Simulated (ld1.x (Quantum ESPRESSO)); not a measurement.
u(r) = r·R(r): atom against pseudo-atom (beryllium (Be))

Columns: radius, all-electron u(r) and pseudo u(r) of the 2p shell (level -2.10 eV) of beryllium in the configuration 1s2 2s2 2p0; LDA (PZ), scalar-relativistic, PAW scheme, ld1.x (Quantum ESPRESSO) 7.5.

| r (bohr) | all-electron | pseudo |
| --- | --- | --- |
| 0.230 | 0.0537 | 0.0079 |
| 0.460 | 0.1504 | 0.0310 |
| 0.690 | 0.2472 | 0.0677 |
| 0.920 | 0.3312 | 0.1152 |
| 1.150 | 0.3994 | 0.1701 |
| 1.380 | 0.4520 | 0.2287 |
| 1.610 | 0.4898 | 0.2871 |
| 1.840 | 0.5142 | 0.3415 |
| 2.070 | 0.5272 | 0.3889 |
| 2.300 | 0.5307 | 0.4268 |
| 2.530 | 0.5265 | 0.4539 |
| 2.760 | 0.5163 | 0.4697 |
| 2.990 | 0.5015 | 0.4745 |
| 3.220 | 0.4833 | 0.4697 |
| 3.450 | 0.4626 | 0.4571 |
| 3.680 | 0.4402 | 0.4388 |
| 3.910 | 0.4169 | 0.4168 |
| 4.140 | 0.3930 | 0.3931 |
| 4.370 | 0.3691 | 0.3691 |
| 4.600 | 0.3455 | 0.3455 |
| 4.830 | 0.3224 | 0.3224 |
| 5.060 | 0.3001 | 0.3001 |
| 5.290 | 0.2786 | 0.2786 |
| 5.520 | 0.2582 | 0.2582 |
| 5.750 | 0.2388 | 0.2388 |
| 5.980 | 0.2204 | 0.2204 |

Task: How many radial nodes do the two functions have?

Result: The all-electron 2p function has n − l − 1 = 0; the pseudo-wave has 0.

Task: At about which radius was the pseudo-wave matched?

Result: 4.60 bohr. The columns agree to 0.0005 from 3.91 bohr on; several derivatives are matched, so the curves merge somewhat inside the radius.

Task: Is the pseudo-wave norm-conserving?

Result: No, it belongs to a PAW set: the norm inside the radius is not constrained, and the difference is carried by the augmentation charge.
